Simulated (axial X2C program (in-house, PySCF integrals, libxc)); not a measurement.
Spin–orbit effects along a row: molecules with O (ions), CCSD(T)

Computed with an in-house relativistic program for diatomic molecules, spin-free (one-electron X2C) or two-component (2c: spin–orbit coupling with atomic mean-field Coulomb and Gaunt terms, which also bring small scalar terms), in Dyall basis sets with cores contracted in-house; open shells are unrestricted.

Basis sets: Be dyall-cv3z, C dyall-v3z, F dyall-av3z, Li dyall-cv3z, N dyall-av3z, O dyall-av3z. Frozen shells (counts by l): LiO⁺ O 1s, Li 1s, 6 electrons correlated; BeO⁺ O 1s, Be 1s, 7 electrons correlated; CO⁺ O 1s, C 1s, 9 electrons correlated; NO⁺ O 1s, N 1s, 10 electrons correlated; OF⁺ F 1s, O 1s, 12 electrons correlated. Coupled cluster in natural virtuals with an MP2 remainder. Where the outer core of a metal is frozen, bonds come out longer and ionisation energies lower. Frozen cores can differ along the series, which adds to the trend.

| molecule | spin-free state | Re (Å) | ωe (cm⁻¹) | De (eV) | 2c state | Re 2c (Å) | ωe 2c (cm⁻¹) | De 2c (eV) |
| --- | --- | --- | --- | --- | --- | --- | --- | --- |
| LiO⁺ | M_S = 1, Λ = 0 | 2.103 | 349.5 | 0.48 | Ω = 1 | 2.103 | 349.4 | 0.47 |
| BeO⁺ | M_S = 1/2, Λ = 1 | 1.428 | 1258.2 | 3.77 | Ω = 3/2 | 1.428 | 1258.1 | 3.77 |
| CO⁺ | M_S = 1/2, Λ = 0 | 1.114 | 2352.0 | 8.07 | Ω = 1/2 | 1.114 | 2351.8 | 8.06 |
| NO⁺ | M_S = 0, Λ = 0 | 1.068 | 2357.4 | 10.55 | Ω = 0 | 1.068 | 2357.7 | 10.55 |
| OF⁺ | M_S = 1, Λ = 0 | 1.232 | 1395.4 | 2.86 | Ω = 1 | 1.232 | 1395.3 | 2.85 |

Fragments in 2c: O + Li+, O + Be+, O + C+, O+ + N, F + O+. Each entry is the lowest single determinant of a limited PBE0 search at one distance. De goes to single-determinant-based atoms at the same level (for ions the charge split of lowest energy) and is withheld (n/a) where an atom does not fit its ground term or J level. Main or longest-lived isotopes. One determinant is a doubtful description, or other states lie close, for LiO⁺, CO⁺, OF⁺; these need not be ground states, and all values refer to the states named. Some open-shell Ω = 0 determinants are out of reach, so the Ω given for LiO⁺, OF⁺ need not be the lowest component. With several unpaired electrons the Ω given is that of one determinant, not necessarily of the lowest component.
